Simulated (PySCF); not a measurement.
These 2 structures share the formula C3H8GeSi. The calculation used PBE0-D3(BJ)/def2-SVP geometry optimisation, gas phase in PySCF 2.14.0. One conformer each; no zero-point energy, no entropy. No frequencies were run at this level. Point groups hold within 0.08 Å.

Problem. Order them by energy at this level, lowest first, and give relative energies in kcal/mol.
A. `C[SiH2]C#[C][GeH3]`
B. `CC#[C][GeH2][SiH3]`

Solution. A (0.0), B (4.4).

As drawn, the lower has an Si–C bond, which the higher lacks.

```
            SMILES       E (Eh)  E rel (kcal/mol)  dipole (D)  point group        A, B, C (MHz)
C[SiH2]C#[C][GeH3]  -2484.60795               0.0        0.77           Cs  10716, 618.4, 595.4
CC#[C][GeH2][SiH3]  -2484.60095               4.4        1.15            –    4427, 1094, 901.1
```

Problem. As an exercise, what shares would exp(−E/RT) give at 2000 K from these electronic energies alone (no entropy, no degeneracies)?

Solution. RT = 3.974 kcal/mol: C[SiH2]C#[C][GeH3] 75.1 %, CC#[C][GeH2][SiH3] 24.9 %.
